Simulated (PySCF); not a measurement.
Field gradients from PBE0/pcSseg-1 densities (PySCF, non-relativistic) at GFN2-xTB geometries, isolated species, one conformer each; χzz is the principal value of largest magnitude, with Q(14N) = 0.02044 b. GFN2-xTB bond lengths can be off by several hundredths of an ångström, more for odd bonds, and the gradients follow them. With so small a basis the couplings can be 20 % off.

(1) Rank these 14N sites by the size of the quadrupole coupling, smallest first.
A. The nitrile nitrogen of `N#CC1(F)C[SiH2]C1`
B. The silicon-bound nitrogen of `C#C/C=C/[Si@H](N)F`
C. The silicon-bound nitrogen of `C#C/C(F)=C\[SiH2]N`
D. The cyano nitrogen of `N#C[SiH2]/C=C\CF`

Results:

(1) B (4.312 MHz), C (4.538 MHz), A (4.815 MHz), D (5.457 MHz).

All sites together:

```tsv
nucleus	site	Vzz (au)	η	χzz (MHz)
14N	the cyano nitrogen of N#C[SiH2]/C=C\CF	-1.136	0.03	-5.457
14N	the silicon-bound nitrogen of C#C/C(F)=C\[SiH2]N	-0.945	0.31	-4.538
14N	the nitrile nitrogen of N#CC1(F)C[SiH2]C1	-1.003	0.19	-4.815
14N	the silicon-bound nitrogen of C#C/C=C/[Si@H](N)F	-0.898	0.33	-4.312
```
